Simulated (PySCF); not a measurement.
```xyz
3
charge 0 multiplicity 1, angstrom
Ce    0.0000    0.0000    0.0000
O     0.0000    0.0000    1.8265
O     0.0000    0.0000   -1.8265
```

All numbers come from PySCF, PBE, basis Ce def2-TZVP with ECP28, O def2-TZVP (scalar-relativistic core potentials, no spin–orbit coupling, density fitting).

This geometry of CeO₂ is a stationary point at this level.

Task: What is the point group?

Result: D∞h.

Task: Is it a minimum?

Result: No: it has 2 imaginary modes (one degenerate set), at 93i cm⁻¹ (πu).

Task: List the harmonic modes with their infrared intensities.

Result: 
```tsv
symmetry	ω (cm⁻¹)	IR (km/mol, summed over degenerate members)
πu	93i	–
σg+	731	0.0
σu+	781	503
```

In D∞h the vibrations span πu + σg+ + σu+. The σg+ mode carries no infrared intensity, as symmetry demands. With a centre of inversion only u modes can be infrared active and only g modes Raman active.

Other isomers or separated fragments may lie lower. At this level a singlet minimum of C2v symmetry lies 8 kJ/mol below this structure.
